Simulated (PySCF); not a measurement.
H$_{12}$O$_{6}$Ti (SMILES [OH2]->[Ti+3](<-[OH2])(<-[OH2])(<-[OH2])(<-[OH2])<-[OH2]), charge +3, doublet, at a GFN2-xTB geometry (such geometries of metal compounds can be far from the true shape).

The PySCF input:
```python
from pyscf import gto, scf, dft

mol = gto.Mole()
mol.atom = '''
    Ti    0.000000   -0.000000    0.000000
    O    -0.627959    1.694347   -0.916779
    H    -1.523785    2.085312   -0.970296
    H    -0.072977    2.323388   -1.422996
    O     1.556872    1.053938    0.755640
    H     1.513752    1.939292    1.173063
    H     2.507928    0.826376    0.799576
    O     1.045118   -0.451525   -1.676151
    H     1.965747   -0.768596   -1.776801
    H     0.720005   -0.395730   -2.598724
    O    -1.045118    0.451525    1.676151
    H    -1.965747    0.768596    1.776801
    H    -0.720005    0.395730    2.598724
    O    -1.556872   -1.053938   -0.755640
    H    -1.513752   -1.939292   -1.173063
    H    -2.507928   -0.826376   -0.799576
    O     0.627959   -1.694347    0.916779
    H     0.072977   -2.323388    1.422996
    H     1.523785   -2.085312    0.970296
'''
mol.basis = 'sto-3g'
mol.charge = 3
mol.spin = 1
mol.verbose = 3
mol.build()

mf = dft.UKS(mol)
mf.xc = 'm062x'
mf.kernel()
mf.analyze()
```

**Question.** Predict the nuclear repulsion energy from M062X/STO-3G (PySCF).

**Answer.** 626.7259 Eh

**Question.** Give the HOMO energy at the level M062X/STO-3G.

**Answer.** -15.83 eV

**Question.** What total energy does M062X/STO-3G give?

**Answer.** -1292.3135 Eh

**Question.** Give the <S^2> at the level M062X/STO-3G.

**Answer.** 0.752

**Question.** Predict the number of basis functions from M062X/STO-3G.

**Answer.** 60

These values belong to the state on which the SCF converged, which isn't shown to be the lowest.
